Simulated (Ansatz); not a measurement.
Ansatz (an electronic-structure program) input (B3LYP-D3(BJ)/def2-TZVP):

Ansatz 0.2 input:
```yaml
crystal:
  periodic: [false, false, false]
  atoms:
    - {symbol: Si, position_ang: [0.64974779, 1.22614373, -0.62558765]}
    - {symbol: C, position_ang: [1.66164754, -0.41502521, -0.53943339]}
    - {symbol: Cl, position_ang: [1.83956964, 2.32371047, 1.02405159]}
    - {symbol: N, position_ang: [-0.73797055, 0.80369011, 0.43987273]}
    - {symbol: Si, position_ang: [-1.82433704, -0.43580191, 0.08079840]}
    - {symbol: H, position_ang: [1.14773835, -1.18286324, -1.12309973]}
    - {symbol: H, position_ang: [2.65703087, -0.29141302, -0.96852682]}
    - {symbol: H, position_ang: [1.78640218, -0.79885447, 0.47646106]}
    - {symbol: H, position_ang: [-0.64549290, 1.08690140, 1.40520903]}
    - {symbol: H, position_ang: [-3.10778534, -0.17844176, 0.77005951]}
    - {symbol: H, position_ang: [-1.47148192, -1.83023960, 0.45793757]}
    - {symbol: H, position_ang: [-2.00420882, -0.42593562, -1.37571377]}
basis:
  gaussian:
    orbitals: def2-TZVP
hamiltonian:
  xc: b3lyp
  dispersion: d3bj
total_charge: -1
relax: {f_tol: 0.002, max_steps: 150}
```

End of the output:

```
1428 factors; their error is unknown
0.28 GiB of the device are held for the grids
1.22 GiB of device memory are held for the factors and their scratch space
mean field: 1.05 GiB planned
mean field -30926.20008599 eV, -1136.5168906286 hartree, gradient 8.9e-6 eV, S^2 0.000000; 0 other end points of the search recorded, 0 dependent functions left out
the calculation of the forces begins
reference -30926.20039534 eV, -1136.5169019972 hartree; 33, 33 occupied and 182, 182 virtual orbitals, 1428 factors
relax step  37: F+E_penalty+E_count = -30926.80016517 eV  Δ(F+E_penalty+E_count) = -8.770e-7 eV  max|allowed force component| = 1.315e-3 eV/Å  Δτ_max = 0.0009 Å  (22 SCF iters, accepted)
integrals: 0.16 GiB planned
1428 factors; their error is unknown
0.28 GiB of the device are held for the grids
1.22 GiB of device memory are held for the factors and their scratch space
mean field: 1.05 GiB planned
mean field -30926.20008599 eV, -1136.5168906286 hartree, gradient 8.6e-6 eV, S^2 0.000000; 1 other end points of the search recorded, 0 dependent functions left out
the calculation of the forces begins
reference -30926.20039534 eV, -1136.5169019972 hartree; 33, 33 occupied and 182, 182 virtual orbitals, 1428 factors
Total energy: -30926.80047452 eV, -1136.5389545005 hartree
Atom 0 at     0.580300     0.805758    -0.770667 Å, force     0.000306     0.000380     0.001315 eV/Å
Atom 1 at     2.198325    -0.200211    -0.401250 Å, force     0.000530    -0.001176     0.000084 eV/Å
Atom 2 at     1.018427     2.385110     0.848293 Å, force    -0.000074    -0.000211    -0.000492 eV/Å
Atom 3 at    -0.541202    -0.262285     0.169992 Å, force    -0.000454    -0.000494     0.000752 eV/Å
Atom 4 at    -2.239573    -0.230023     0.065317 Å, force    -0.001229    -0.000120    -0.000408 eV/Å
Atom 5 at     2.189365    -1.127136    -0.987089 Å, force    -0.000012     0.000674     0.000383 eV/Å
Atom 6 at     3.086409     0.372150    -0.683597 Å, force    -0.000127    -0.000091     0.000057 eV/Å
Atom 7 at     2.289412    -0.460206     0.660597 Å, force    -0.000239     0.000440    -0.000962 eV/Å
Atom 8 at    -0.168063    -0.643329     1.034583 Å, force     0.000915     0.000511    -0.000592 eV/Å
Atom 9 at    -2.945837     0.926528     0.701565 Å, force     0.000233    -0.000596    -0.000438 eV/Å
Atom 10 at    -2.821801    -1.437611     0.734084 Å, force     0.000099     0.000605    -0.000292 eV/Å
Atom 11 at    -2.694902    -0.246872    -1.349800 Å, force     0.000053     0.000077     0.000593 eV/Å
Dipole moment:    -0.186232    -0.554500     0.268174 e Å
```

It need not be the lowest isomer of its formula. Whether it binds its extra electron was not tested at this geometry.
